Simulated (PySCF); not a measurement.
PySCF input for H3NSSe, SMILES [Se](S)N, C-PCM-ωB97X/def2-SVP. Geometry: B3LYP-D3(BJ)/def2-TZVP. Other conformers were not sampled.

```python
import numpy as np
from pyscf import gto, scf, dft
from pyscf.solvent import pcm

mol = gto.M(
    atom='''
    Se    0.59480840    0.10532669    0.16164980
    N     0.43019551   -1.73593631    0.11647630
    H     0.58046135   -2.15033596    1.02607725
    H     1.02807834   -2.15163539   -0.58447853
    S    -1.42710085    0.75679496   -0.46863671
    H    -2.00978002    0.76369844    0.74516156
    ''',
    basis='def2-SVP',
    charge=0,
    spin=0,
    max_memory=1600,
    verbose=3,
)
mf = dft.RKS(mol, xc='wb97x').density_fit(auxbasis='def2-universal-jkfit')
mf.grids.level = 3
mf.conv_tol = 1e-9
mf.max_cycle = 100
mf.kernel()
res = {}
for name, eps in {'water': 78.355, 'dimethylsulfoxide': 46.826, 'ethylethanoate': 5.9867}.items():
    s = mf.PCM()
    s.with_solvent.method, s.with_solvent.eps, s.with_solvent.lebedev_order = 'C-PCM', eps, 29
    s.kernel(mf.make_rdm1())
    res[name] = (s.e_tot, eps, s.dip_moment(), s.mo_energy, s.converged)
    print(f'{name}: electrostatic solvation free energy {(s.e_tot - mf.e_tot) * 627.509474:.3f} kcal/mol')
```

It prints:

```
converged SCF energy = -2855.84216915832

WARN: PCM is an experimental feature. It is still in testing.
Features and APIs may be changed in the future.

converged SCF energy = -2855.85172194962
Dipole moment(X, Y, Z, Debye):  1.51679, -1.56234,  1.84956
water: electrostatic solvation free energy -5.994 kcal/mol

WARN: PCM is an experimental feature. It is still in testing.
Features and APIs may be changed in the future.

converged SCF energy = -2855.85162695438
Dipole moment(X, Y, Z, Debye):  1.51302, -1.55854,  1.84437
dimethylsulfoxide: electrostatic solvation free energy -5.935 kcal/mol

WARN: PCM is an experimental feature. It is still in testing.
Features and APIs may be changed in the future.

converged SCF energy = -2855.850053747
Dipole moment(X, Y, Z, Debye):  1.45223, -1.49694,  1.76029
ethylethanoate: electrostatic solvation free energy -4.948 kcal/mol
```

Self-consistency was reached.
